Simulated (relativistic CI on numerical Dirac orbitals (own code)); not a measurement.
Method of calculation: Dirac-Coulomb-Breit CI, separate exchange-only KLI orbitals for each configuration, a model potential for QED, unscaled Slater integrals (own radial code, finite nucleus).

The strongest absorption lines from the ground level of an ion, among the configurations computed and to levels below about 313 eV (vacuum wavelength in nm, gf): 3.9680 (0.048), 3.9683 (0.024), 4.4054 (0.11), 4.4063 (0.056), 5.7898 (0.42), 5.7937 (0.21), 60.622 (0.17), 62.105 (0.083).

(1) Which ion is it?
A. O VI
B. S XIV
C. Mg X
D. Ne VIII

## Answers

(1) C. Mg X has 3 electrons and the ground level 2s ²S1/2; the strongest line goes to 3p ²P°3/2. The pattern of lines fixes the number of electrons, and along that sequence the line energies rise steadily with the charge (about as its square where n changes within one kind of shell, about linearly where n is kept but much faster in heavy ions where fine structure, which grows about as Z⁴, sets the gap, and irregularly where shells cross), which fixes Z. Configurations outside the model, such as inner-shell arrays, can give stronger lines. At this charge energies of transitions that change n are usually good to better than 1 %, and those within a shell (Δn = 0) to a few per cent.
